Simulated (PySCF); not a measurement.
# From computed data to an observable: refractive index and permittivity of the vapour

Be(I)(SMe) (CH3BeIS), SMILES [Be]([S]C)[I].

The structure is a stationary point at PBE0-D3(BJ)/def2-SVP. The def2 effective core potentials stand for the cores of I; spin–orbit coupling is left out. The values are those of a single conformer.

HF/def2-TZVPD (PySCF) gives a mean static polarisability of 80.8 bohr³ and a dipole moment of 1.67 D. Take an ideal gas at 298.15 K and 0.01 bar, whether or not the substance is that volatile.

**Question.** Work out n − 1 in the optical limit and the static ε − 1.

**Answer.** 
Polarisability volume α' = 80.8 × 0.148185 = 11.97 Å³. Number density N = p/kT = 2.43e-7 Å⁻³.
Dilute limit of Lorentz–Lorenz: n − 1 = 2π N α' = 1.8e-5.
Orientation term of Debye: μ²/(3kT) = 8.098 Å³ × μ²(D²) = 22.58 Å³.
ε − 1 = 4π N (α' + μ²/3kT) = 0.00011. Orientation of the dipole supplies 65 % of the static response; it can't follow optical fields. Vibrational polarisation and dispersion are left out.
